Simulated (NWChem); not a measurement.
System: BF cation, doublet

NWChem input:

```
start job
memory heap 200 mb stack 900 mb global 1100 mb
charge 1
geometry units angstroms noautosym nocenter noautoz
  B      0.000000     0.000000    -0.778468
  F      0.000000     0.000000     0.436260
end
basis spherical
  * library 6-31g*
end
dft
  odft
  mult 2
  xc xcamb88 1.00 lyp 0.81 vwn_5 0.19 hfexch 1.00
  cam 0.33 cam_alpha 0.19 cam_beta 0.46
  iterations 150
end
property
  hyperfine
end
task dft property
```

Parts of the log:

```
             Northwest Computational Chemistry Package (NWChem) 7.3.0
             --------------------------------------------------------

                             Geometry "geometry" -> ""
                             -------------------------

 Output coordinates in angstroms (scale by  1.889725989 to convert to a.u.)

  No.       Tag          Charge          X              Y              Z
 ---- ---------------- ---------- -------------- -------------- --------------
    1 B                    5.0000     0.00000000     0.00000000    -0.77846800
    2 F                    9.0000     0.00000000     0.00000000     0.43626000

 Effective nuclear repulsion energy (a.u.)      19.6035459831

                              NWChem Property Module
                              ----------------------

  itol2e modified to match energy
  convergence criterion.

                                 NWChem DFT Module
                                 -----------------

 Summary of "ao basis" -> "ao basis" (spherical)
 ------------------------------------------------------------------------------
       Tag                 Description            Shells   Functions and Types
 ---------------- ------------------------------  ------  ---------------------
 B                           6-31g*                  6       14   3s2p1d
 F                           6-31g*                  6       14   3s2p1d

  itol2e modified to match energy
  convergence criterion.

            General Information
            -------------------
          SCF calculation type: DFT
          Wavefunction type:  spin polarized.
          No. of atoms     :     2
          No. of electrons :    13
           Alpha electrons :     7
            Beta electrons :     6
          Charge           :     1
          Spin multiplicity:     2
          Use of symmetry is: off; symmetry adaption is: off
          Maximum number of iterations: 150
          AO basis - number of functions:    28
                     number of shells:    12
          Convergence on energy requested:  1.00D-07
          Convergence on density requested:  1.00D-05
          Convergence on gradient requested:  5.00D-04

              XC Information
              --------------
                     Hartree-Fock (Exact) Exchange  1.000
                   CAM-Becke88 Exchange Functional  1.000
                      VWN V Correlation Functional  0.190 local
              Lee-Yang-Parr Correlation Functional  0.810

           Range-Separation Parameters
           ---------------------------
           Alpha           :  0.19
           Beta            :  0.46
           Gamma           :  0.33
           Short-Range HF  :     F

             Grid Information
             ----------------
          Grid used for XC integration:  fine
          Radial quadrature: Mura-Knowles
          Angular quadrature: Lebedev.
          Tag              B.-S. Rad. Rad. Pts. Rad. Cut. Ang. Pts.
          ---              ---------- --------- --------- ---------
          B                   0.85       70           5.0       590
          F                   0.50       70           6.0       590
          Grid pruning is: on
          Number of quadrature shells:   140
          Spatial weights used:  Erf1

      Superposition of Atomic Density Guess
      -------------------------------------

 Sum of atomic energies:        -123.89842052

 Renormalizing density from      14.00 to     13

      Non-variational initial energy
      ------------------------------

 Total energy =    -118.360151
 1-e energy   =    -195.070561
 2-e energy   =      57.106864
 HOMO         =      -0.685462
 LUMO         =      -0.313619

   convergence    iter        energy       DeltaE   RMS-Dens  Diis-err
 ---------------- ----- ----------------- --------- --------- ---------
 d= 0,ls=0.0,diis     1   -123.8783717785 -1.43D+02  3.58D-02  9.63D-01
                                                     3.12D-02  9.00D-01
 d= 0,ls=0.0,diis     2   -122.8918808395  9.86D-01  2.23D-02  3.81D+00
                                                     2.20D-02  3.94D+00
 d= 0,ls=0.0,diis     3   -124.2127502541 -1.32D+00  3.13D-03  4.26D-03
                                                     1.28D-03  1.69D-03
 d= 0,ls=0.0,diis     4   -124.2155470056 -2.80D-03  5.70D-04  1.23D-04
                                                     4.09D-04  1.44D-04
 d= 0,ls=0.0,diis     5   -124.2157157735 -1.69D-04  1.58D-04  9.75D-06
                                                     1.14D-04  7.38D-06
  Resetting Diis
 d= 0,ls=0.0,diis     6   -124.2157265467 -1.08D-05  2.61D-05  8.22D-07
                                                     2.89D-05  2.81D-07
 d= 0,ls=0.0,diis     7   -124.2157271697 -6.23D-07  7.69D-06  5.51D-08
                                                     5.12D-06  2.29D-08
 d= 0,ls=0.0,diis     8   -124.2157272206 -5.09D-08  1.61D-06  1.85D-09
                                                     4.55D-06  2.57D-08

         Total DFT energy =     -124.215727220634
      One electron energy =     -205.241193579954
           Coulomb energy =       75.552649225804
    Exchange-Corr. energy =      -14.130728849607
 Nuclear repulsion energy =       19.603545983122

 Numeric. integr. density =       13.000000000379

                    DFT Final Alpha Molecular Orbital Analysis
                    ------------------------------------------

 Vector    5  Occ=1.000000D+00  E=-9.331432D-01
              MO Center= -4.8D-10,  4.2D-10,  2.9D-01, r^2= 5.7D-01
   Bfn.  Coefficient  Atom+Function         Bfn.  Coefficient  Atom+Function
  ----- ------------  ---------------      ----- ------------  ---------------
    17      0.471976  2 F  px                18     -0.427199  2 F  py
    21      0.288338  2 F  px                22     -0.260984  2 F  py
     3      0.161311  1 B  px                 4     -0.146008  1 B  py
     7      0.037357  1 B  px                 8     -0.033813  1 B  py
    13     -0.026213  1 B  d  1              27      0.025548  2 F  d  1

 Vector    6  Occ=1.000000D+00  E=-9.331432D-01
              MO Center=  9.5D-12, -3.0D-12,  2.9D-01, r^2= 5.7D-01
   Bfn.  Coefficient  Atom+Function         Bfn.  Coefficient  Atom+Function
  ----- ------------  ---------------      ----- ------------  ---------------
    18      0.471976  2 F  py                17      0.427199  2 F  px
    22      0.288338  2 F  py                21      0.260984  2 F  px
     4      0.161311  1 B  py                 3      0.146008  1 B  px
     8      0.037357  1 B  py                 7      0.033813  1 B  px
    11      0.026213  1 B  d -1              25     -0.025548  2 F  d -1

 Vector    7  Occ=1.000000D+00  E=-7.731472D-01
              MO Center=  1.2D-09,  1.2D-09, -1.2D+00, r^2= 9.3D-01
   Bfn.  Coefficient  Atom+Function         Bfn.  Coefficient  Atom+Function
  ----- ------------  ---------------      ----- ------------  ---------------
     6      0.472586  1 B  s                  5     -0.458221  1 B  pz
     2      0.426681  1 B  s                  1     -0.187138  1 B  s
    19      0.167563  2 F  pz                 9     -0.093681  1 B  pz
    23      0.064708  2 F  pz                16     -0.044451  2 F  s

 Vector    8  Occ=0.000000D+00  E=-3.311873D-01
              MO Center= -1.6D-09, -1.1D-09, -7.2D-01, r^2= 1.4D+00
   Bfn.  Coefficient  Atom+Function         Bfn.  Coefficient  Atom+Function
  ----- ------------  ---------------      ----- ------------  ---------------
     3      0.569722  1 B  px                 7      0.373343  1 B  px
     4      0.367404  1 B  py                17     -0.252965  2 F  px
     8      0.240762  1 B  py                21     -0.231375  2 F  px
    18     -0.163132  2 F  py                22     -0.149210  2 F  py
    13      0.027392  1 B  d  1

 Vector    9  Occ=0.000000D+00  E=-3.311873D-01
              MO Center=  2.6D-10, -3.8D-10, -7.2D-01, r^2= 1.4D+00
   Bfn.  Coefficient  Atom+Function         Bfn.  Coefficient  Atom+Function
  ----- ------------  ---------------      ----- ------------  ---------------
     4      0.569722  1 B  py                 8      0.373343  1 B  py
     3     -0.367404  1 B  px                18     -0.252965  2 F  py
     7     -0.240762  1 B  px                22     -0.231375  2 F  py
    17      0.163132  2 F  px                21      0.149210  2 F  px
    11     -0.027392  1 B  d -1

 Vector   10  Occ=0.000000D+00  E=-8.491745D-02
              MO Center= -6.0D-10, -1.5D-10, -4.2D-01, r^2= 2.6D+00
   Bfn.  Coefficient  Atom+Function         Bfn.  Coefficient  Atom+Function
  ----- ------------  ---------------      ----- ------------  ---------------
     9      1.100014  1 B  pz                 6      1.017441  1 B  s
    20     -0.969117  2 F  s                  5      0.309080  1 B  pz
    23      0.256822  2 F  pz                16     -0.168037  2 F  s
    19      0.167405  2 F  pz                 2     -0.115315  1 B  s
    15      0.085813  2 F  s                 12     -0.061838  1 B  d  0

                     DFT Final Beta Molecular Orbital Analysis
                     -----------------------------------------

 Vector    4  Occ=1.000000D+00  E=-1.017544D+00
              MO Center=  1.6D-10, -4.9D-10,  4.5D-01, r^2= 4.9D-01
   Bfn.  Coefficient  Atom+Function         Bfn.  Coefficient  Atom+Function
  ----- ------------  ---------------      ----- ------------  ---------------
    19      0.598068  2 F  pz                20      0.317897  2 F  s
    23      0.270604  2 F  pz                 5     -0.250061  1 B  pz
     2     -0.247595  1 B  s                 16      0.170942  2 F  s
     1      0.110960  1 B  s                 15     -0.075308  2 F  s
     6     -0.054641  1 B  s                 12     -0.042558  1 B  d  0

 Vector    5  Occ=1.000000D+00  E=-9.332999D-01
              MO Center= -7.0D-10,  4.3D-10,  3.1D-01, r^2= 5.4D-01
   Bfn.  Coefficient  Atom+Function         Bfn.  Coefficient  Atom+Function
  ----- ------------  ---------------      ----- ------------  ---------------
    17      0.530484  2 F  px                18     -0.367889  2 F  py
    21      0.324225  2 F  px                22     -0.224849  2 F  py
     3      0.157019  1 B  px                 4     -0.108892  1 B  py
     7      0.036426  1 B  px                13     -0.033498  1 B  d  1
    27      0.027585  2 F  d  1               8     -0.025261  1 B  py

 Vector    6  Occ=1.000000D+00  E=-9.332999D-01
              MO Center= -2.3D-10, -3.4D-10,  3.1D-01, r^2= 5.4D-01
   Bfn.  Coefficient  Atom+Function         Bfn.  Coefficient  Atom+Function
  ----- ------------  ---------------      ----- ------------  ---------------
    18      0.530484  2 F  py                17      0.367889  2 F  px
    22      0.324225  2 F  py                21      0.224849  2 F  px
     4      0.157019  1 B  py                 3      0.108892  1 B  px
     8      0.036426  1 B  py                11      0.033498  1 B  d -1
    25     -0.027585  2 F  d -1               7      0.025261  1 B  px

 Vector    7  Occ=0.000000D+00  E=-4.610916D-01
              MO Center= -1.9D-09, -1.9D-09, -1.2D+00, r^2= 1.1D+00
   Bfn.  Coefficient  Atom+Function         Bfn.  Coefficient  Atom+Function
  ----- ------------  ---------------      ----- ------------  ---------------
     6      0.680627  1 B  s                  5     -0.341524  1 B  pz
     2      0.294028  1 B  s                  1     -0.192880  1 B  s
    19      0.162065  2 F  pz                 9     -0.098865  1 B  pz
    20     -0.081447  2 F  s                 16     -0.070649  2 F  s
    23      0.069518  2 F  pz                12     -0.047151  1 B  d  0

 Vector    8  Occ=0.000000D+00  E=-2.851766D-01
              MO Center= -6.3D-11, -2.3D-10, -7.2D-01, r^2= 1.5D+00
   Bfn.  Coefficient  Atom+Function         Bfn.  Coefficient  Atom+Function
  ----- ------------  ---------------      ----- ------------  ---------------
     3      0.462383  1 B  px                 4     -0.443848  1 B  py
     7      0.360988  1 B  px                 8     -0.346518  1 B  py
    17     -0.208744  2 F  px                18      0.200376  2 F  py
    21     -0.197146  2 F  px                22      0.189243  2 F  py

 Vector    9  Occ=0.000000D+00  E=-2.851766D-01
              MO Center=  2.4D-09,  2.5D-09, -7.2D-01, r^2= 1.5D+00
   Bfn.  Coefficient  Atom+Function         Bfn.  Coefficient  Atom+Function
  ----- ------------  ---------------      ----- ------------  ---------------
     4      0.462383  1 B  py                 3      0.443848  1 B  px
     8      0.360988  1 B  py                 7      0.346518  1 B  px
    18     -0.208744  2 F  py                17     -0.200376  2 F  px
    22     -0.197146  2 F  py                21     -0.189243  2 F  px

   alpha - beta orbital overlaps
   -----------------------------

[...]

          ----------------------
          Hyperfine Interactions
          ----------------------

 Total Spin Density (Fermi Contact Term)
 ------------------ --------------------
     Atom            x         y         z       Density (a.u.)      Aiso(MHz)     Aiso(Gauss)
     1  11-B      0.00000   0.00000  -1.47109       1.090118       1563.627400     557.940196
     2  19-F      0.00000   0.00000   0.82441       0.053006        223.020702      79.579198

           -------------------------------------------
           Anisotropic Interaction (Spin-Dipolar Term)
           -------------------------------------------

 ------------------------------------------------------------
     Atom            x         y         z
 ------------------------------------------------------------
     1  11-B      0.00000   0.00000  -1.47109

   Spin-Dipolar term (a.u.)
        xx             yy             zz             xy             xz             yz
 ------------------------------------------------------------------------------------------
      -0.132698      -0.132698       0.265395       0.000000      -0.000000      -0.000000

   Principal Comp. of -hf- tensor (au)            Anisotropic -hfcc- (MHz)               Anisotropic -hfcc- (Gauss)
 --------------------------------------------------------------------------------------------------------------------------
     -0.132698    -0.132698     0.265395     -22.719796   -22.719796    45.439592      -8.106974    -8.106974    16.213949

   Orientation of the principal axis of Hyperfine Tensor w.r.t absolute (molecular) frame
 --------------------------------------------------------------------------------------------------------------------------
      0.713837    -0.700312    -0.000000
      0.700312     0.713837    -0.000000
      0.000000    -0.000000     1.000000

 ------------------------------------------------------------
     Atom            x         y         z
 ------------------------------------------------------------
     2  19-F      0.00000   0.00000   0.82441

   Spin-Dipolar term (a.u.)
        xx             yy             zz             xy             xz             yz
 ------------------------------------------------------------------------------------------
      -0.223301      -0.223301       0.446603      -0.000000       0.000000       0.000000

   Principal Comp. of -hf- tensor (au)            Anisotropic -hfcc- (MHz)               Anisotropic -hfcc- (Gauss)
 --------------------------------------------------------------------------------------------------------------------------
     -0.223301    -0.223301     0.446603    -112.147680  -112.147679   224.295358     -40.017013   -40.017013    80.034026

   Orientation of the principal axis of Hyperfine Tensor w.r.t absolute (molecular) frame
 --------------------------------------------------------------------------------------------------------------------------
      0.714047    -0.700098     0.000000
      0.700098     0.714047     0.000000
     -0.000000     0.000000     1.000000
```

Level: CAM-B3LYP/6-31G* (spherical d), spin-unrestricted, contact and dipolar terms. Geometry: optimised at PBE0/def2-SVP, spin-unrestricted. No stability test was run on the SCF state.
